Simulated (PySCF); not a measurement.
These 2 structures share the formula [C7H14N]+ (charge +1). Method used: PBE0-D3(BJ)/def2-SVP geometry optimisation, gas phase in PySCF 2.14.0. One conformer each; no zero-point energy, no entropy. No frequencies were run at this level. Point groups hold within 0.08 Å.

Problem. Rank from lowest to highest electronic energy at this level (kJ/mol).
A. `[CH:1]#[C:2][CH2:3][N+:4]([CH3:5])([CH3:6])[CH2:7][CH3:8]` (charge +1) with C2–C3–N4–C5 65°, C3–N4–C7–C8 -55°
B. `[CH2:1]=[CH:2][N+:3]([CH3:4])([CH3:5])[CH:6]1[CH2:7][CH2:8]1` (charge +1) with C1–C2–N3–C4 117°, C2–N3–C6–C7 -84°

Solution. B (0.0), A (32.7).

As drawn, the lower has a three-membered ring, which the higher lacks.

```
            SMILES      E (Eh)  E rel (kJ/mol)  dipole about centre of mass (D)  point group     A, B, C (MHz)
C=C[N+](C)(C)C1CC1  -328.99842             0.0                             1.53           C1  3316, 1518, 1406
  C#CC[N+](C)(C)CC  -328.98597            32.7                             2.36           C1  2561, 1673, 1325
```
